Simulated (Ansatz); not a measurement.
Start from `[F][Ti]([F])([F])[I]` and change one atom or group to get `[NH2][Ti]([F])([F])[F]`.

Ansatz, PBE0-D4/def2-TZVP geometries, multiplicity 1. Each molecule was computed in one conformer, which needn't be the lowest.

Elements past krypton have def2 core potentials. Scalar relativity is left out up to krypton.

| property | `[F][Ti]([F])([F])[I]` |
| --- | --- |
| size of the dipole moment (B3LYP/def2-TZVPP) / D | 0.67 |
| zero-point energy (PBE0-D4/def2-TZVP) / kJ/mol | 21.1 |
| HOMO–LUMO gap (ωB97M-V/def2-TZVPP) / eV | 9.38 |
| LUMO energy (PBE/def2-TZVPP) / eV | -4.19 |
| LUMO energy (ωB97M-V/def2-TZVPP) / eV | -1.18 |
| size of the dipole moment (PBE/def2-TZVPP) / D | 0.55 |

Problem. What does the change do to each property? (Estimate.)

Solution. The calculation gave: 
```
                                        property  `[NH2][Ti]([F])([F])[F]`  shift
size of the dipole moment (B3LYP/def2-TZVPP) / D                      2.87   2.20
  zero-point energy (PBE0-D4/def2-TZVP) / kJ/mol                      82.6   61.5
         HOMO–LUMO gap (ωB97M-V/def2-TZVPP) / eV                     10.83   1.45
               LUMO energy (PBE/def2-TZVPP) / eV                     -3.48   0.71
           LUMO energy (ωB97M-V/def2-TZVPP) / eV                     -0.12   1.06
  size of the dipole moment (PBE/def2-TZVPP) / D                      2.73   2.18
```

With PBE0 the HOMO falls by 0.07 eV and the LUMO rises by 0.90 eV, so the gap widens by about 0.97 eV. PBE moves the HOMO by 0.27 eV and ωB97M-V by -0.38 eV. The zero-point energy changes by 61.5 kJ/mol with +6 modes. Dipoles are sizes alone; their direction can turn.

B3LYP here is the variant with VWN-RPA as its local correlation; programs differ in this.

Spin–orbit coupling is left out; it splits and shifts lone-pair levels of the heavy atoms by tenths of an eV.
